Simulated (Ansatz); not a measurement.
`FB[SiH2]Cl` + `[SiH3]N[SiH3]` → `FBN([SiH3])[SiH3]` + `[SiH3]Cl` at 700 K and 1 bar (cleavage of the B–Si bond).

Computed with Ansatz on PBE0-D4/def2-TZVP structures; ΔE is electronic, products minus reactants. CBS: MP2 limit from def2 TZ/QZ plus the TZ coupled-cluster correction, frozen cores. This one scheme is used for every species. Each species was taken in one conformer, which may not be the lowest.

```csv
species,CCSD(T)/CBS energy (Eh),H − E (kJ/mol),S (J/(mol·K))
`FB[SiH2]Cl`,-875.32301,148.5,414.6
`[SiH3]N[SiH3]`,-637.10515,245.6,444.2
`FBN([SiH3])[SiH3]`,-761.79139,283.0,501.8
`[SiH3]Cl`,-750.69636,107.0,306.3
```

H − E and S are ideal-gas, rigid-rotor, harmonic terms from PBE0-D4/def2-TZVP, for one conformer and one mirror image of each species. 1 Eh = 2625.50 kJ/mol, R = 8.31446 J/(mol·K).

Q: By hand: ΔE, ΔH, ΔS and ΔG.

A: ΔE = (-761.79139) + (-750.69636) − (-875.32301) − (-637.10515) = -0.05959 Eh = -156.5 kJ/mol. Δ(H − E) = 283.0 + 107.0 − 148.5 − 245.6 = -4.1, so ΔH = -160.6 kJ/mol. ΔS = 501.8 + 306.3 − 414.6 − 444.2 = -50.7 J/(mol·K). ΔG = -160.6 − 700 × (-50.7)/1000 = -125.1 kJ/mol.

Q: By hand: the equilibrium constant, and the temperature at which ΔG would vanish if ΔH and ΔS stayed fixed.

A: log₁₀ K = −ΔG/(RT ln 10) = 9.3. ΔG = 0 at ΔH/ΔS = 3168 K, far beyond where these terms or the molecules hold.

ΔH outweighs TΔS. A doubt of 5 kJ/mol in ΔE shifts log₁₀ K by 0.4 here. Other conformers and mirror images would add mixing entropy, several J/(mol·K) or more a flexible species. Modes under 60 cm⁻¹, often nearly free rotors, make the harmonic entropy too high. These are equilibria of isolated gas molecules and say nothing of rates. Largest T1 diagnostic: 0.012 (customary marks: 0.02 for closed shells, 0.045 for open ones).
